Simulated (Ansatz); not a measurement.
Input for Ansatz (a program for electronic structure): U-CCSD(T)/def2-TZVPP on H2IIn (SMILES [InH2][I]), a point of a bond scan (R = 2.430 Å). Elements past Kr take the def2 small-core potentials; no spin–orbit coupling. The run froze 18 orbitals, filled d shells among them.

Ansatz 0.2 input:
```yaml
crystal:
  periodic: [false, false, false]
  atoms:
    - {symbol: In, position_ang: [-0.72638877, -1.13552285, 0.19955666]}
    - {symbol: H, position_ang: [-0.06961712, -2.17409956, 1.39445122]}
    - {symbol: H, position_ang: [-2.11914691, -1.24747254, -0.79314453]}
    - {symbol: I, position_ang: [0.56893909, 0.88939059, -0.15630140]}
basis:
  gaussian:
    orbitals: def2-TZVPP
correlation: {method: ccsd_t, electrons: outside_noble_gas}
scf: {omitted_lower_state_checks: [cluster_reference]}
magnetization: {spin_polarized: true, initial_magnetization: 0}
```

Output:

```
WARN ansatz: RAYON_NUM_THREADS=1 ignored (pool sized by the plan → 1); use --threads N
Functional definition: HF
these checks for a lower state are left out or cut short: cluster_reference
integrals: 0.38 GiB planned
1119 factors; integrals over basis functions are off by at most 4.4e-4 eV
mean field: 0.53 GiB planned
mean field evaluation 1: about -13252.9526 eV, gradient 8.2e0 eV
mean field evaluation 2: about -13252.9567 eV, gradient 8.2e0 eV
mean field evaluation 4: about -13253.5029 eV, gradient 1.3e0 eV
mean field evaluation 8: about -13253.5127 eV, gradient 5.9e-5 eV
mean field -13253.51274871 eV, -487.0576099614 hartree, gradient 2.5e-6 eV, S^2 0.000000; 0 other end points of the search recorded, 0 dependent functions left out
18 core orbitals not correlated
reference -13253.51274871 eV, -487.0576099614 hartree; 6, 6 occupied and 104, 104 virtual orbitals, 1119 factors
second order -5.71612049 eV of doubles, -0.00000000 eV of singles
coupled cluster: 0.80 GiB planned
cycle   1  -6.27115449 eV  change   -5.6e-1 eV  update   6.0e-2
cycle   2  -6.48085552 eV  change   -2.1e-1 eV  update   2.0e-2
cycle   3  -6.49996693 eV  change   -1.9e-2 eV  update   6.7e-3
cycle   4  -6.49798449 eV  change    2.0e-3 eV  update   2.3e-3
cycle   5  -6.49765956 eV  change    3.2e-4 eV  update   8.0e-4
cycle   6  -6.49756830 eV  change    9.1e-5 eV  update   2.5e-4
cycle   7  -6.49756787 eV  change    4.3e-7 eV  update   8.1e-5
cycle   8  -6.49759149 eV  change   -2.4e-5 eV  update   2.6e-5
cycle   9  -6.49758939 eV  change    2.1e-6 eV  update   7.5e-6
perturbative correction -0.22090676 eV, -0.0081181736 hartree
Total energy: -13260.23124485 eV, -487.3045101408 hartree
Checks for a lower state left out: cluster_reference
```

Self-consistency was reached.

Cost: roughly 22 core-seconds.
